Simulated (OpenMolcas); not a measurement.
# Fe2+ in MgO: curves along the breathing mode

Fe2+ with its 6 nearest oxide ions, on the Mg site of MgO (a = 4.2112 Å, distance in the model lattice 2.106 Å). The rest of the host is ab initio model potentials to 7.6 Å, with orthogonalisation functions on the cations behind the ligands, and point charges beyond; the distance is set by hand and nothing relaxes. Ligand basis ANO-RCC-VDZP.

- Program: OpenMolcas
- Method: CASSCF
- Basis: ANO-RCC-VDZP [5s4p2d1f]
- Scalar Hamiltonian: DKH2, point nucleus
- Active space: 6 electrons in 5 orbitals (3d)
- State averaging: 2S+1 = 5 even, 5 roots; 2S+1 = 3 even, 45 roots; 2S+1 = 1 even, 50 roots
- Spin-orbit coupling: RASSI with atomic mean-field integrals over the reference wave functions

Spin-free energies (labels of O, the rotations of Oh) in cm-1 above the lowest fitted minimum, as all ligands move together:

```
R (Å)    5T2     5E    3T1    1A1    3T2  3T1(2)    1T1
    2   9260  22660  20840  19910  25610   31620  30180
2.047   3410  15730  15950  16020  20480   25780  25340
2.094    470  11830  13840  14770  18140   22840  23280
2.141    260  10780  14340  16000  18410   22630  23810
2.188   2660  12420  17340  19640  21190   25010  26830
2.235   7610  16720  22800  25660  26460   29940  32330
2.282  15160  23680  30790  34130  34270   37470  40330
```

Cubic fits give the following; the wavenumber is harmonic, with the mass of all moving ligands, small differences in it between states hang on the degree of the fit, a number in brackets counts states of one label, and the table is a selection of at most 14 states with clean curves.

```tsv
State	R0 (Å)	Breathing mode (cm-1)	Minimum (cm-1)
5T2	2.122	654	0
5E	2.136	663	10730
3T1	2.109	643	13710
1A1	2.095	631	14760
3T2	2.113	644	17920
3T1(2)	2.122	653	22370
1T1	2.108	642	23150
3T2(2)	2.121	653	24550
3E	2.123	653	25780
3T1(3)	2.123	653	26250
1T2	2.118	647	30400
3T2(3)	2.126	652	30920
3A2	2.130	659	31750
3T1(4)	2.134	663	33370
```

The minimum of 5E is shifted by +0.0142 Å against 5T2 (from the unrounded fits). With M = 96.0 u for the moving shell, the Huang-Rhys factor in this mode is S = M ω ΔR² / 2ħ = 0.01483 × 96.0 × 654 × 0.0142² = 0.19. Only the first shell moves, against a rigid host.

An orbital triplet at a regular site is open to Jahn-Teller coupling, which can distort the site and quench the lowest spin-orbit gaps and is left out. Without dynamic correlation the repulsion within the d shell is too large (B by tens of per cent), so at a given field states of lower spin stand too high. Ligand-to-metal charge-transfer states are missing. With no ligand orbital active B as a rule stays too high, so bands that hang on it stand too high and its fall with covalency is understated. With metal d orbitals alone and no dynamic correlation 10Dq can be off by a tenth to a fifth, either way, in oxide and fluoride hosts. No measured value stands beside these numbers.
